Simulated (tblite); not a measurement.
A tight-binding relaxation on `CC[C+]1[CH]C(=S)C=CO1` [radical].

Computed with GFN2-xTB geometry optimisation, gas phase (tblite 0.8.0). Start geometry: from a force field or distance geometry. The command runs a driver script over a list of jobs; the input below is this job's line of settings and its coordinates in Å.

Command:
```bash
OMP_NUM_THREADS=1 python probes_run.py task.json out
```

Input:
```
{"job": {"kind": "relax", "xc": "GFN2-xTB", "basis": "xTB"}, "charge": 1, "multiplicity": 2}
C     -2.492000    -0.416200    -0.282500
C     -1.447700     0.453600    -0.963000
C     -0.077300     0.199400    -0.381100
C      0.430000     0.936000     0.729700
C      1.777100     0.638000     1.285900
S      2.421100     1.462800     2.589900
C      2.510900    -0.432900     0.562400
C      1.936800    -1.044600    -0.466600
O      0.685600    -0.786100    -0.969800
H     -2.281400    -1.480200    -0.395800
H     -3.484900    -0.224300    -0.729300
H     -2.572900    -0.199500     0.791400
H     -1.717200     1.508000    -0.838300
H     -1.428900     0.233900    -2.031100
H     -0.172900     1.707600     1.208300
H      3.501900    -0.705100     0.913000
H      2.404700    -1.838100    -1.033100
```

Question: Estimate the output.

Answer: 
```
step      E/eV     max force
  0    -704.34582    2.571
  1    -704.59896    1.239
  2    -704.67069    0.697
  3    -704.70448    0.394
  4    -704.71912    0.277
  5    -704.72581    0.234
  6    -704.73470    0.228
  7    -704.74004    0.206
  8    -704.74329    0.154
  9    -704.74492    0.101
... (24 lines left out)
 34    -704.75163    0.029
 35    -704.75170    0.024
 36    -704.75177    0.025
 37    -704.75186    0.029
 38    -704.75198    0.030
 39    -704.75211    0.026
 40    -704.75221    0.022
 41    -704.75229    0.018
 42    -704.75233    0.013
 43    -704.75236    0.009
```

«max force» is the largest atomic force in eV/Å.

Question: From which step on does the largest force stay under 0.1 eV/Å, and how much energy is left to gain from there?

Answer: From step 10 (0.087 eV/Å), 6.2 meV above the end.

Main results: energy lowered by 9.4 kcal/mol over 43 steps; largest atomic force 0.009 eV/Å at the end.

Question: Where do the atoms end?

Answer: 0.075 Å rms from the input after alignment:
```
atom  x, y, z in Å
C1    -2.4302   -0.4251   -0.2478
C2    -1.4006    0.4652   -0.9629
C3    -0.0525    0.2440   -0.3774
C4     0.4311    0.9222    0.7176
C5     1.7076    0.6114    1.2358
S6     2.3454    1.4255    2.5715
C7     2.4289   -0.4244    0.5775
C8     1.8599   -1.0352   -0.4945
O9     0.6646   -0.7116   -0.9589
H10   -2.1773   -1.4756   -0.3630
H11   -3.4083   -0.2561   -0.6882
H12   -2.4843   -0.1867    0.8111
H13   -1.6894    1.5102   -0.8534
H14   -1.3771    0.2021   -2.0210
H15   -0.1675    1.6928    1.1762
H16    3.4072   -0.7165    0.9209
H17    2.3356   -1.8303   -1.0535
```

The run took 0.39 s wall on one thread of an AMD EPYC 7B13 (shared host).
Labels such as C1 count atoms from 1, the log's own numbers from 0.
